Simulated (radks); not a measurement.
Ta XLIII, configuration [Ar] 3d10 4s2 4p1.

All-electron calculation, Dirac Kohn-Sham, PBEsol, spin-unpolarised, spherical densities, finite nucleus; open shells fill j = l - 1/2 first; Fermi nuclear charge, rms radius 5.3507 fm. Program: a radial shooting solver on a logarithmic mesh with Libxc functionals.

Energy parts (Ry):
| part | energy |
|---|---|
| total | -28930.8914 |
| kinetic | 32722.3086 |
| electron-nucleus | -67081.7126 |
| Hartree | 5901.3644 |
| exchange-correlation | -472.8519 |

Orbitals (lengths in bohr, moments of r in powers of bohr; <r^-3> diverges for s and p1/2; r(90%) holds 90 % of the orbital's charge):
| orbital | occ. | eigenvalue (Ry) | r(90%) | <r^4> | <r^-3> |
|---|---|---|---|---|---|
| 1s1/2 | 2 | -5089.620 | 0.0340 | 6.213e-07 | - |
| 2s1/2 | 2 | -994.6496 | 0.122 | 0.00009272 | - |
| 2p1/2 | 2 | -957.9014 | 0.107 | 0.00005589 | - |
| 2p3/2 | 4 | -864.2652 | 0.118 | 0.00008034 | 15630 |
| 3s1/2 | 2 | -333.6970 | 0.295 | 0.003200 | - |
| 3p1/2 | 2 | -317.6363 | 0.286 | 0.002797 | - |
| 3p3/2 | 4 | -296.6757 | 0.304 | 0.003601 | 3667 |
| 3d3/2 | 4 | -270.0759 | 0.276 | 0.002374 | 635.5 |
| 3d5/2 | 6 | -265.4407 | 0.281 | 0.002563 | 543.8 |
| 4s1/2 | 2 | -160.4039 | 0.568 | 0.04576 | - |
| 4p1/2 | 1 | -153.5535 | 0.568 | 0.04534 | - |
| 4p3/2 | 0 | -146.6286 | 0.594 | 0.05436 | 1241 |

The highest occupied level is 4p1/2 at -2089.2 eV. Summed over all electrons, <r^2> = 1.346 bohr^2, which gives a Langevin (diamagnetic) susceptibility term of -1.07 x 10^-6 cm^3/mol.
